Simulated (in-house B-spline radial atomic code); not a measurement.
A run on the technetium ion Tc⁺ (an excited or competing configuration) that did not converge. Method: scalar-relativistic (X2C) wB97X, spin-polarised, spherical fractional occupations, exact exchange averaged over the configuration, Fermi nucleus of rms radius 4.41117 fm; computed with an all-electron radial atomic-structure program (B-spline basis).

Command:
```bash
python run_scf.py task.json out
```
Settings (nuclear radius in fm, mass in u):
```
Z                43
configuration    [Ar] 3d9 4s2 4p6 4d6 5s1
hamiltonian      x2c
method           wb97x
spin_polarised   True
nucleus          fermi
rms_radius       4.41117
atomic_mass      96.90636
speed_of_light   137.035999084
exact_exchange   averaged over the configuration
```

First and last ten iterations of the last attempt (damped for 15 steps, keeping 80 % of the old Fock matrix, then DIIS):
```
 iter        energy (Eh)    residual
    1       -4266.669219    4.46e-01
    2       -4271.258855    3.26e-01
    3       -4273.520713    2.33e-01
    4       -4274.693011    1.59e-01
    5       -4275.284092    1.08e-01
    6       -4275.574091    7.68e-02
    7       -4275.713093    5.36e-02
    8       -4275.778714    3.69e-02
    9       -4275.809579    2.52e-02
   10       -4275.824243    1.86e-02
  111       -4275.839777    1.21e-06
  112       -4275.839777    9.64e-07
  113       -4275.839777    1.30e-06
  114       -4275.839777    1.42e-06
  115       -4275.839777    1.62e-06
  116       -4275.839777    2.15e-06
  117       -4275.839777    2.86e-06
  118       -4275.839777    2.90e-06
  119       -4275.839777    1.06e-06
  120       -4275.839777    2.61e-06
 not converged after 120 iterations
```

The smallest residual met was 5.0e-07; the threshold is about 4e-07. Over the last five steps the energy moves by less than 1e-08 hartree, but the orbitals didn't meet the threshold. Time taken, with all properties: 27 s on 1 thread of Arm Neoverse V2 (shared host).
